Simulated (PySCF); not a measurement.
Radial density of Zn⁺ (zinc, charge +1)

UHF, [Ar] 3d10 4s1, 2S determinant. All numbers are calculated (PySCF 2.14, scalar relativity by spin-free X2C-1e, in Sapporo-DKH3-DZP-2012).

| r (bohr) | 4πr²ρ (e/bohr) | 4πr²(ρα − ρβ) |
| --- | --- | --- |
| 0.00100 | 0.3532 | 0.0001 |
| 0.00169 | 0.8756 | 0.0003 |
| 0.00283 | 2.128 | 0.0008 |
| 0.00477 | 4.928 | 0.0019 |
| 0.00802 | 10.71 | 0.0040 |
| 0.0135 | 20.62 | 0.0073 |
| 0.0227 | 32.24 | 0.0098 |
| 0.0382 | 36.43 | 0.0062 |
| 0.0642 | 29.92 | -0.0020 |
| 0.108 | 34.46 | 0.0104 |
| 0.182 | 40.69 | 0.0125 |
| 0.305 | 21.15 | -0.0348 |
| 0.514 | 24.15 | -0.0012 |
| 0.864 | 16.26 | -0.0279 |
| 1.45 | 3.511 | 0.3296 |
| 2.45 | 0.7330 | 0.4512 |
| 4.11 | 0.09378 | 0.0863 |
| 6.92 | 0.001995 | 0.0020 |

Densities and radii are taken from the X2C orbitals without a picture-change correction, which distorts them close to the nucleus.

Where is the radial spin density 4πr²(ρα − ρβ) most negative, and why is it negative at all?

Around r = 0.305 bohr, down to -0.0348 e/bohr: exchange with the open shell polarises the paired shells in an unrestricted calculation.
